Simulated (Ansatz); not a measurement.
Basis sets compared for the cluster CrO₃⁻ (the lowest doublet isomer of a short search). The state is a doublet with charge -1. Geometry PBE-D4/def2-TZVPD. Ansatz on 4 threads of Intel Xeon Platinum 8488C on a shared host; times are rough, and most runs start from earlier orbitals.

```xyz
4

Cr    0.001    0.002   -0.003
O    -1.305   -0.539   -0.824
O     1.363   -0.901    0.052
O    -0.060    1.439    0.775
```

At PBE0-D4/def2-SVPD the charge -1 doublet is spin-contaminated (final ⟨S²⟩ up to 0.83, 0.75 for a pure state). The structure comes from a short search, and lower isomers may exist.

| level | functions | energy (Eh) | HOMO (eV) | LUMO (eV) | wall time |
| --- | --- | --- | --- | --- | --- |
| PBE-D4/def2-SVPD | 103 | -1269.5786 | -0.38 | 1.13 | 0.95 s |
| PBE0-D4/def2-SVPD | 103 | -1269.4916 | -2.49 | 2.27 | 1.4 s |

(1) Estimate the rows for PBE-D4/def2-TZVPD, PBE0-D4/def2-TZVPD.

Results:

(1) 
```csv
level,functions,energy (Eh),HOMO (eV),LUMO (eV),wall time
PBE-D4/def2-TZVPD,168,-1269.9806,-0.32,1.19,1.4 s
PBE0-D4/def2-TZVPD,168,-1269.8962,-2.39,2.47,2.6 s
```
